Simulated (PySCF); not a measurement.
# Electron correlation in Bi²⁺ (bismuth, charge +2)

[Xe] 4f14 5d10 6s2 6p1, 2P determinant. All numbers are calculated (PySCF 2.14, scalar relativity through the core potential, in def2-QZVPPD with the def2 core potential (60 electrons) (8s6p5d4f1g, 88 functions)). Frozen: 5s2 5p6 5d10; 3 electrons correlated.

```json
{"level": "CCSD", "correlation energy (mhartree)": "-38.69"}
{"level": "(T)", "correlation energy (mhartree)": "-0.42"}
{"level": "CCSD(T)", "correlation energy (mhartree)": "-39.11"}
```

Diagnostics: T1 = 0.0062, D1 = 0.0140, largest double amplitude 0.072.

Spin-orbit coupling, absent here, splits the open shell strongly.

Cost of the coupled-cluster step: roughly 16 core-seconds, for 3 correlated electrons.

Iterations:

```
CC2 = 0
CCSD nocc = (np.int64(2), np.int64(1)), nmo = (79, 79)
frozen orbitals [[0, 1, 2, 3, 4, 5, 6, 7, 8], [0, 1, 2, 3, 4, 5, 6, 7, 8]]
max_cycle = 100
direct = 0
conv_tol = 1e-08
conv_tol_normt = 1e-06
diis_space = 8
diis_start_cycle = 0
Init t2, MP2 energy = -0.030880790193712
Init E_corr(UCCSD) = -0.030880790194826
cycle = 1  E_corr(UCCSD) = -0.0362783017165572  dE = -0.00539751152  norm(t1,t2) = 0.0317212
cycle = 2  E_corr(UCCSD) = -0.0378500598478263  dE = -0.00157175813  norm(t1,t2) = 0.0114305
cycle = 3  E_corr(UCCSD) = -0.0387005035328973  dE = -0.000850443685  norm(t1,t2) = 0.00447704
cycle = 4  E_corr(UCCSD) = -0.0386896503304233  dE = 1.08532025e-05  norm(t1,t2) = 0.000431627
cycle = 5  E_corr(UCCSD) = -0.0386921043113637  dE = -2.45398094e-06  norm(t1,t2) = 4.60599e-05
cycle = 6  E_corr(UCCSD) = -0.0386917040127568  dE = 4.00298607e-07  norm(t1,t2) = 5.3491e-06
cycle = 7  E_corr(UCCSD) = -0.0386918245754513  dE = -1.20562695e-07  norm(t1,t2) = 9.00846e-07
cycle = 8  E_corr(UCCSD) = -0.0386917983486001  dE = 2.62268511e-08  norm(t1,t2) = 1.72305e-07
cycle = 9  E_corr(UCCSD) = -0.0386917995878758  dE = -1.23927565e-09  norm(t1,t2) = 3.15724e-08
UCCSD converged
E(UCCSD) = -212.7691643424971  E_corr = -0.0386917995878758
UCCSD(T) correction = -0.000424765997649011
```
